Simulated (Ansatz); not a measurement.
Ansatz (a quantum-chemistry and plane-wave program) input (CCSD(T)/def2-SVPD):

Ansatz 0.2 input:
```yaml
crystal:
  periodic: [false, false, false]
  atoms:
    - {symbol: Ta, position_ang: [0.01010258, 0.00752934, -0.00935948]}
    - {symbol: O, position_ang: [1.12546639, 0.83879738, -1.04268117]}
    - {symbol: O, position_ang: [0.99005451, -0.94215054, 1.34175260]}
    - {symbol: H, position_ang: [1.93552878, -1.00253106, 1.49449395]}
    - {symbol: O, position_ang: [-1.01773918, -1.23052338, -1.05743784]}
    - {symbol: H, position_ang: [-0.98655143, -1.42221988, -1.99721286]}
    - {symbol: O, position_ang: [-1.15948457, 1.28789011, 0.81553062]}
    - {symbol: H, position_ang: [-1.19284325, 2.24300044, 0.72864692]}
basis:
  gaussian:
    orbitals: def2-SVPD
magnetization: {spin_polarized: false}
correlation: {method: ccsd_t, electrons: outside_noble_gas}
output: {forces: true}
```

End of the output:

```
cycle  10  -26.00603906 eV  change   -5.2e-5 eV  update   2.0e-5
cycle  11  -26.00600270 eV  change    3.6e-5 eV  update   8.8e-6
cycle  12  -26.00599999 eV  change    2.7e-6 eV  update   3.7e-6
perturbative correction -1.05255325 eV, -0.0386806183 hartree
the calculation of the forces begins
Total energy: -9757.62071035 eV, -358.5859471527 hartree
Atom 0 at     0.010103     0.007529    -0.009359 Å, force    -0.348314    -0.259595     0.322694 eV/Å
Atom 1 at     1.125466     0.838797    -1.042681 Å, force     0.666729     0.496905    -0.617687 eV/Å
Atom 2 at     0.990055    -0.942151     1.341753 Å, force     0.220603    -0.264762     0.372696 eV/Å
Atom 3 at     1.935529    -1.002531     1.494494 Å, force     0.190319    -0.055833     0.089477 eV/Å
Atom 4 at    -1.017739    -1.230523    -1.057438 Å, force    -0.292302    -0.338429    -0.240194 eV/Å
Atom 5 at    -0.986551    -1.422220    -1.997213 Å, force    -0.045923    -0.089764    -0.192818 eV/Å
Atom 6 at    -1.159485     1.287890     0.815531 Å, force    -0.328512     0.304918     0.238270 eV/Å
Atom 7 at    -1.192843     2.243000     0.728647 Å, force    -0.062601     0.206559     0.027561 eV/Å
Dipole moment:     0.016379     0.012207    -0.015174 e Å
```
